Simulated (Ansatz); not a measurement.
**Relative stability**

The two ends of one reaction step of Si2H8SO, singlet (PBE0-D4/def2-TZVP).

A:

```
12
angstrom
Si -0.1611 -0.5932 -1.5578
S 1.9641 1.6271 1.3681
H -1.1759 -0.4270 -2.6302
H 0.5481 -1.8845 -1.7961
O 0.8554 0.6956 -1.6503
H 1.5765 0.5055 1.9964
Si -1.2430 -0.7452 0.5241
H 0.7782 2.2200 1.5794
H 1.3163 0.9532 -0.8401
H -1.8348 0.5616 0.9286
H -0.2929 -1.1524 1.6006
H -2.3308 -1.7608 0.4772
```

B:

Si1  (0.809, 0.344, -1.379)
S2  (1.457, 0.913, 0.575)
H3  (-0.655, 0.478, -1.524)
H4  (1.253, -1.069, -1.478)
O5  (1.432, 1.287, -2.570)
H6  (-0.532, -1.070, 2.810)
Si7  (-1.497, -1.088, 1.684)
H8  (0.835, 2.104, 0.552)
H9  (2.383, 1.407, -2.586)
H10  (-1.935, 0.293, 1.363)
H11  (-2.684, -1.897, 2.067)
H12  (-0.865, -1.702, 0.487)
(Å)

Ansatz 0.2.0; basis: def2-TZVPP; cores frozen in the correlated methods. B3LYP uses VWN-RPA correlation.

(1) Which structure is lower at CCSD(T), and by how much? (An estimate is asked for; the value comes from the calculation.)

T1 diagnostic: at most 0.012.

## Answers

(1) By the calculation: B, by 66.1 kJ/mol (electronic energy, against the other). By their contacts, A is a complex of Si₂H₆O ([OH][SiH2][SiH3]) + H₂S and B is a complex of SiH₄SO ([OH][SiH2][SH]) + SiH₄.

All methods give the same order:

```tsv
method	E(B) − E(A) (kJ/mol)
SPW92	-48.6
PBE-D4	-52.4
BLYP-D4	-59.0
r2SCAN-D4	-63.6
B97M-V	-61.7
PBE0-D4	-58.1
B3LYP-D4	-62.7
r2SCAN0-D4	-66.4
BHLYP-D4	-69.3
CAM-B3LYP-D4	-64.6
wB97X-V	-65.3
wB97M-V	-71.5
B2PLYP	-67.6
PBE-QIDH	-67.3
RPA on PBE	-64.9
HF	-80.0
MP2	-75.1
CCSD	-67.4
CCSD(T)	-66.1
```

Labels in which every atom is bracketed show which atoms are joined, not bond orders.

For scale, one of the runs: CCSD(T)/def2-TZVPP, 269 basis functions, launched by `ansatz run in.yaml --threads 4 --pin off --events-out ev --progress --plain --max-ram 9574MiB`. Hardware: 4 CPU threads of an Intel Xeon Platinum 8259CL, shared host. Wall time 2.7 min; peak host memory 6.3 GiB.
